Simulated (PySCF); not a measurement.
**Calculated NMR parameters of Nc1ccc(O)cc1**

```yaml
Formula: C6H7NO
SMILES: Nc1ccc(O)cc1
Point_group_of_the_computed_structure: C1
Degrees_of_unsaturation: 4
Carbon_signals: 4
Proton_signals: 4
```

Molfile (atoms numbered from 1):
```
C6H7NO
     RDKit          3D

 15 15  0  0  0  0  0  0  0  0999 V2000
   -2.7493   -0.1405    0.5486 N   0  0  0  0  0  0  0  0  0  0  0  0
   -1.3826   -0.1968    0.3021 C   0  0  0  0  0  0  0  0  0  0  0  0
   -0.7179   -1.4274    0.1697 C   0  0  0  0  0  0  0  0  0  0  0  0
    0.6565   -1.4901   -0.0226 C   0  0  0  0  0  0  0  0  0  0  0  0
    1.4194   -0.3215   -0.0895 C   0  0  0  0  0  0  0  0  0  0  0  0
    2.7576   -0.4375   -0.2804 O   0  0  0  0  0  0  0  0  0  0  0  0
    0.7713    0.9076    0.0407 C   0  0  0  0  0  0  0  0  0  0  0  0
   -0.6072    0.9686    0.2332 C   0  0  0  0  0  0  0  0  0  0  0  0
   -3.1985    0.7262    0.2811 H   0  0  0  0  0  0  0  0  0  0  0  0
   -3.2749   -0.9466    0.2349 H   0  0  0  0  0  0  0  0  0  0  0  0
   -1.2932   -2.3559    0.2229 H   0  0  0  0  0  0  0  0  0  0  0  0
    1.1622   -2.4521   -0.1257 H   0  0  0  0  0  0  0  0  0  0  0  0
    3.1476    0.4419   -0.2997 H   0  0  0  0  0  0  0  0  0  0  0  0
    1.3492    1.8360   -0.0100 H   0  0  0  0  0  0  0  0  0  0  0  0
   -1.0897    1.9443    0.3364 H   0  0  0  0  0  0  0  0  0  0  0  0
  1  2  1  0
  2  3  1  0
  3  4  2  0
  4  5  1  0
  5  6  1  0
  5  7  2  0
  7  8  1  0
  8  2  2  0
  1  9  1  0
  1 10  1  0
  3 11  1  0
  4 12  1  0
  6 13  1  0
  7 14  1  0
  8 15  1  0
M  END
```

Calculated, not measured (PySCF 2.14): PBE0-D3(BJ)/def2-SVP structure, shielding tensors at KT3/pcSseg-1 (GIAO), B3LYP/pcJ-1 coupling constants (spin–dipole term only in couplings to heteroatoms). Non-relativistic Hamiltonian, fast rotation and ring inversion assumed for equivalent nuclei, in vacuum, a single conformation.

References, each an isolated molecule treated in the same way: 1H (σref 31.32) and 13C (σref 182.31) against TMS; NH3 for 15N (σref 262.01); 17O (σref 329.03) vs H2O.

| carbon | δC, type | δH (multiplicity, J in Hz) | HMBC from (abs. J ≥ 3 Hz) | span of the C tensor (ppm) |
| --- | --- | --- | --- | --- |
| C2 | 133.0, C | – | H12/H14 | 175 |
| C3/C8 | 106.9, CH | 6.12 (m) | H11/H15 | 157 |
| C4/C7 | 107.3, CH | 6.21 (m) | H12/H14 | 157 |
| C5 | 142.6, C | – | H11/H15 | 150 |

Other nuclei:
```json
{"atoms": "H13", "nucleus": "1H", "environment": "hydrogen on a phenol-type oxygen", "δ (ppm)": "2.97", "σ (ppm)": "28.35"}
{"atoms": "H9/H10", "nucleus": "1H", "environment": "hydrogen on an aniline-type nitrogen", "δ (ppm)": "2.64", "σ (ppm)": "28.68"}
{"atoms": "N1", "nucleus": "15N", "environment": "aniline-type nitrogen", "δ (ppm)": "72.2", "σ (ppm)": "189.8"}
{"atoms": "O6", "nucleus": "17O", "environment": "phenol-type oxygen", "δ (ppm)": "115.5", "σ (ppm)": "213.5"}
```

Selected couplings (Hz, signed; the shortest-range and largest first, 30 at most; isotopes 13C, 1H, 15N): 1J(C4,H12) 162.8, 1J(C3,H11) 161.6, 1J(C4,C5) 72.4, 1J(C3,C4) 69.7, 1J(C2,C3) 68.5, 1J(N1,C2) -12.7, 2J(N1,C3) -3.7, 2J(C3,C5) 1.4, 3J(H11,H12) 9.4, 3J(C2,C5) 7.4, 3J(C3,C7) 4.6, 3J(N1,H11) -2.0, 3J(N1,C4) -1.2.

- Carbon types of the structure: 2 × C, 4 × CH, leaving 3 H on heteroatoms.
- δC 142.6: aromatic carbon bearing oxygen; σ withdrawal by the attached heteroatom moves it downfield of the ring CH carbons.
- δC 133.0: aromatic carbon bearing nitrogen.
- δC 107.3, 106.9: aromatic CH; resonance donation from the substituent shields this position.
- δH 2.97: hydrogen on a phenol-type oxygen; exchangeable; this is the value without hydrogen bonding to other molecules.
- δH 2.64: hydrogen on an aniline-type nitrogen; exchangeable, gas-phase position.

OH/NH shifts are gas-phase values; hydrogen bonding in solution moves them, usually downfield. Splittings below 1 Hz are ignored in the labels, and close J values are merged. Couplings among chemically equivalent protons are left out too, so labels in AA′BB′ or AA′XX′ sets are apparent multiplicities. Unscaled 3J(H,H) at this level run about 10 % above measured values. Shifts are as computed, not scaled to solution data. Of 1211 compounds with measured shifts, 218 miss one by over three times the rms of a fit or turn the order of signals round; such compounds aren't used in these exercises. Experimental scales use liquid or dissolved standards, which lie at an offset from isolated NH3 (liquid NH3: subtract about 20 ppm) and H2O (liquid H2O: subtract about 36 ppm).
